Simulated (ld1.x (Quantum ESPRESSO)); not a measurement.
**zinc (Zn) TM: all-electron and pseudo phase curves**

zinc (Zn), norm-conserving Troullier–Martins (Kleinman–Bylander form), made with ld1.x (Quantum ESPRESSO) 7.5 (PBE, fully relativistic). Core [Ar] 3d10, reference 4s2 4p0. Waves: 4s (bound): rc 1.60 bohr; 4p (bound, empty): rc 3.40 bohr; 4d channel at 0.4 Ry: rc 3.25 bohr. Local part: the d channel. Core correction: Bessel-smoothed model core, default radius (core density twice the valence density).

Open shells are filled in proportion to 2j + 1 (rel_dist='average').

The phase is arctan(r·u′/u) with u = r·R(r), unwrapped; energies in Ry, scanned from -2 to 5 Ry. A pole is an energy at which the radial function vanishes at the test radius. The pseudo phase is shifted by a multiple of π to meet the all-electron one at the reference energy, and phase errors are pseudo minus all-electron; the curves can meet again beyond the range given. Levels narrower than the energy grid can be missing from the lists of poles.

Question: For each channel, where are the poles, and over which energies does the pseudopotential scatter like the atom?

Answer:

```json
{"channel": "s", "radius (bohr)": "3.69", "reference energy (Ry)": "-0.44", "poles, all-electron": "-0.14, 3.12", "poles, pseudo": "-0.13, 4.36", "unbroken range about the reference energy with phases within 0.05 rad": "below 0.5", "phase error 1 Ry above the reference energy (rad)": "+0.062"}
{"channel": "p1/2", "radius (bohr)": "3.69", "reference energy (Ry)": "-0.08", "poles, all-electron": "0.52, 3.85", "poles, pseudo": "0.62", "unbroken range about the reference energy with phases within 0.05 rad": "below 0.7", "phase error 1 Ry above the reference energy (rad)": "+0.068"}
{"channel": "p3/2", "radius (bohr)": "3.69", "reference energy (Ry)": "-0.08", "poles, all-electron": "0.55, 3.90", "poles, pseudo": "0.64", "unbroken range about the reference energy with phases within 0.05 rad": "below 0.8", "phase error 1 Ry above the reference energy (rad)": "+0.063"}
{"channel": "d3/2", "radius (bohr)": "3.69", "reference energy (Ry)": "0.40", "poles, all-electron": "-0.75, 1.74", "poles, pseudo": "1.57, 4.58", "unbroken range about the reference energy with phases within 0.05 rad": "-0.7 to 1.7", "phase error 1 Ry above the reference energy (rad)": "-0.038"}
{"channel": "d5/2", "radius (bohr)": "3.69", "reference energy (Ry)": "0.40", "poles, all-electron": "-0.72, 1.74", "poles, pseudo": "1.57, 4.58", "unbroken range about the reference energy with phases within 0.05 rad": "-0.7 to 1.6", "phase error 1 Ry above the reference energy (rad)": "-0.041"}
```

Note: ghost states, extra bound levels that the all-electron valence spectrum of the same l lacks: p3/2 at -230.7 eV, p1/2 at -186.3 eV. A true bound ghost makes a file unfit for plane-wave use.

Phases in the s channel:

| E (Ry) | all-electron | pseudo |
| --- | --- | --- |
| -2.00 | 1.355 | 1.357 |
| -1.52 | 1.307 | 1.310 |
| -1.04 | 1.188 | 1.196 |
| -0.56 | -0.093 | -0.080 |
| -0.08 | -1.611 | -1.600 |
| 0.40 | -1.807 | -1.767 |
| 0.88 | -2.111 | -1.934 |
| 1.36 | -3.578 | -2.381 |
| 1.84 | -4.417 | -3.802 |
| 2.32 | -4.595 | -4.380 |
| 2.80 | -4.675 | -4.544 |
| 3.28 | -4.729 | -4.622 |
| 3.76 | -4.778 | -4.669 |
| 4.24 | -4.836 | -4.704 |
| 4.72 | -4.935 | -4.735 |
